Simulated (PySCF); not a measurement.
**Changing a parent structure: bowl and non-alternant core**

All values: TDA CAM-B3LYP/def2-SVP, gas phase, PySCF SCF with an in-house response code, fitting set def2-universal-JFIT up to Ne and JKFIT beyond, grid level 1 (kernel 0), vertical, one conformer each, geometries GFN2-xTB; core orbitals frozen in the response, virtual orbitals above 1.5 Eh left out. The lowest 6 singlets were sought, and the brightest is taken among them. The runs took 0.9 to 2 CPU minutes each on shared server CPUs.

The basis has no diffuse functions, so the polarisability comes out too low.

Parent: dibenzo[a,e]pentalene (C16H10), SMILES C1=C2C(=Cc3ccccc32)c2ccccc21.

- HOMO-LUMO gap: 5.49 eV
- S1: 2.63 eV
- vertical IP (ΔSCF): 7.42 eV
- HOMO: -6.92 eV
- polarisability: 184 bohr³

Problem. One of these relatives shows the changes HOMO-LUMO gap +0.03 eV, S1 +0.03 eV, vertical IP (ΔSCF) +0.72 eV, HOMO -0.77 eV, polarisability +28 bohr³ against the parent. Which?
A. N#Cc1cccc2c1C1=Cc3cccc(C#N)c3C1=C2
B. N#CC1=C2C(=Cc3ccccc32)c2ccccc21
C. CSc1ccc2c(c1)C1=Cc3ccccc3C1=C2
D. Clc1ccc2c(c1)C1=Cc3ccc(Cl)cc3C1=C2

Solution. A.

Problem. Give the changes for all of them.

Solution. 
| relative | change of HOMO-LUMO gap / eV | change of S1 / eV | change of vertical IP (ΔSCF) / eV | change of HOMO / eV | change of polarisability / bohr³ |
| --- | --- | --- | --- | --- | --- |
| Clc1ccc2c(c1)C1=Cc3ccc(Cl)cc3C1=C2 | -0.12 | -0.05 | +0.18 | -0.23 | +29 |
| CSc1ccc2c(c1)C1=Cc3ccccc3C1=C2 | -0.39 | -0.16 | -0.42 | +0.36 | +39 |
| N#Cc1cccc2c1C1=Cc3cccc(C#N)c3C1=C2 | +0.03 | +0.03 | +0.72 | -0.77 | +28 |
| N#CC1=C2C(=Cc3ccccc32)c2ccccc21 | -0.31 | -0.24 | +0.39 | -0.42 | +16 |
